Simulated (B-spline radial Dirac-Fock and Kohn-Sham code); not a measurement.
**Compton profile of Rh²⁸⁺**

System: the Rh²⁸⁺ ion, configuration [Ne] 3s2 3p5.

Model: the impulse approximation on Dirac-Fock densities. Program: a B-spline atomic structure program. pz is in atomic units of momentum; subshell profiles are per electron, for a selection of subshells; open shells are spread over both j values by their weights.

```
 pz    J total   J 2p3/2   J 3p1/2   J 3p3/2
  0      1.048    0.0338    0.0811    0.0826
0.3      1.045    0.0338    0.0811    0.0826
0.4      1.044    0.0338    0.0811    0.0826
0.5      1.041    0.0338    0.0811    0.0826
0.6      1.038    0.0338    0.0811    0.0826
0.8      1.031    0.0338    0.0811    0.0825
  1      1.022    0.0337    0.0810    0.0824
1.2      1.010    0.0337    0.0808    0.0822
1.4     0.9972    0.0337    0.0806    0.0820
1.6     0.9822    0.0337    0.0802    0.0816
1.8     0.9654    0.0337    0.0797    0.0810
  2     0.9471    0.0337    0.0790    0.0803
2.5     0.8949    0.0337    0.0765    0.0775
  3     0.8357    0.0336    0.0725    0.0733
  4     0.7071    0.0333    0.0608    0.0608
  5     0.5821    0.0326    0.0460    0.0454
  7     0.3920    0.0304    0.0198    0.0188
 10     0.2495    0.0247   0.00475   0.00464
 15     0.1389    0.0138   0.00337   0.00351
 20    0.07675   0.00654   0.00217   0.00213
 30    0.02659   0.00131  0.000490  0.000436
 40    0.01118  0.000293  0.000112  9.23e-05
 60   0.002694  2.45e-05  1.02e-05  7.17e-06
100  0.0003136    < 1e-6    < 1e-6    < 1e-6
```

J(0) = 1.048. The 3p3/2 subshell gives the largest part, 26 %.

Mean momentum ⟨p⟩ by subshell (a.u.): 1s1/2 40.5, 2s1/2 14.4, 2p1/2 19.2, 2p3/2 18.5, 3s1/2 7.84, 3p1/2 9.30, 3p3/2 9.10.

Values without a named source are computed, but for edge energies of neutral atoms, which are taken from tables.
